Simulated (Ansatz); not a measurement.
Species: sum formula AlOCl, net charge 0, singlet state. 
Geometry from a B3LYP-D3(BJ)/def2-TZVP (Ansatz, a quantum-chemistry and plane-wave program) optimisation:
```xyz
3

Al     0.0000     0.0000    -0.5886
O      0.0000     0.0000    -2.1853
Cl     0.0000     0.0000     1.4785
```
Charge 0, spin multiplicity 1.

Basis-set convergence of Hartree-Fock and MP2 correlation energies (hartree) with Ansatz. Cores are frozen in the correlated levels unless marked. No spin-orbit coupling. Non-relativistic.

| basis | functions | E(HF) | E(corr, MP2) |
|---|---|---|---|
| aug-cc-pV(D+d)Z | 87 | -776.34215 | -0.42297 |
| aug-cc-pV(T+d)Z | 156 | ? | ? |

Fill in the missing entries.


- aug-cc-pV(T+d)Z, E(HF): -776.38534
- aug-cc-pV(T+d)Z, E(corr, MP2): -0.51887
